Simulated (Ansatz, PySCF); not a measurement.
Breaking a bond: BeO, singlet.

Computed with: RKS-r2SCAN = PySCF 2.14.0 with restricted r2SCAN/cc-pVTZ; UMP2/6-31G* = PySCF with unrestricted MP2 (frozen core)/6-31G*, spherical d; RKS-PBE = Ansatz (a quantum-chemistry and plane-wave program) with restricted PBE/cc-pVTZ.

Energies are in kcal/mol, each relative to the lowest point of its own curve near equilibrium.

```
R / Å  RKS-r2SCAN  UMP2/6-31G*     RKS-PBE
-----  ----------  -----------  ----------
1.05         81.9         62.4        83.8
1.14         31.0   (withheld)        32.8
1.18         17.8         49.5        19.3
1.25          4.4         24.8         5.3
1.28          1.6         17.5  (withheld)
1.32          0.0         10.2         0.2
1.35          0.1          6.2         0.0
1.43          4.4          0.5         3.5
1.45          6.2          0.0         5.1
1.55         18.0   (withheld)        15.7
1.64         30.9          6.2        27.7
1.79         53.6         18.7        49.2
2.00            —         39.5        77.7
2.19            —         58.2  (withheld)
2.38            —         87.9  (withheld)
2.63            —        102.3       135.0
2.89            —   (withheld)       147.8
3.29            —        109.1       160.2
3.59            —        109.4       165.7
3.99            —        109.4       170.2
4.67            —        109.5       173.9
5.29            —        109.6       175.5
```

Fill in the missing entries.


- 1.14, UMP2/6-31G*: 69.7
- 1.28, RKS-PBE: 2.3
- 1.55, UMP2/6-31G*: 1.2
- 2.19, RKS-PBE: 99.7
- 2.38, RKS-PBE: 117.4
- 2.89, UMP2/6-31G*: 107.2

Dashes: no converged value, or the column stops at the first point that the program doubted or that broke a chosen test of continuity, which isn't proof of a fault.

The restricted form behind RKS-r2SCAN, RKS-PBE keeps the bonding electrons paired and can't separate into open-shell fragments. The unrestricted determinant behind UMP2/6-31G* is spin-contaminated at 1.14 to 5.29 Å (<S²> up to 1.3, against 0.00 for a pure singlet).
